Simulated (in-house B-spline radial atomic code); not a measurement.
**Solving the quasi-particle equation for 3d up of Ni5+**

Configuration [Ar] 3d5, highest spin, start r2SCAN. Computed with an all-electron radial atomic-structure program (B-spline basis): all electrons, scalar-relativistic (spin-free one-electron X2C), finite nucleus, each spin shell either full or empty, empty states to l = 9 with an (l + 1/2)⁻⁴ tail; G0W0 by contour deformation at full frequency.

At the mean-field level ε = -95.823 eV the matrix elements are Σx = -57.51 eV, v_xc = -44.055 eV and Σc(ε) = 1.06 eV, and the slope of the correlation self-energy is dΣc/dω = -0.0376. The quasi-particle energy solves E = ε + Σx − v_xc + Σc(E).

(1) What does the linearised equation give?

(2) How does that compare with the full solution and with static screening?

## Answers

(1) Z = 1/(1 − dΣc/dω) = 1/1.0376 = 0.9638. The first-order shift is Σx − v_xc + Σc(ε) = -57.51 − (-44.055) + (1.06) = -12.395 eV, so E ≈ ε + Z × shift = -95.823 + 0.9638 × (-12.395) = -107.769 eV.

(2) Solving the equation at full frequency dependence gives E = -107.728 eV, where Σc = 1.550 eV and the weight is 0.957; the linearised value is off by 42 meV. Leaving Z out would give -108.218 eV. Static COHSEX puts -2.661 eV in place of Σc and gives -111.939 eV, 4.21 eV deeper.
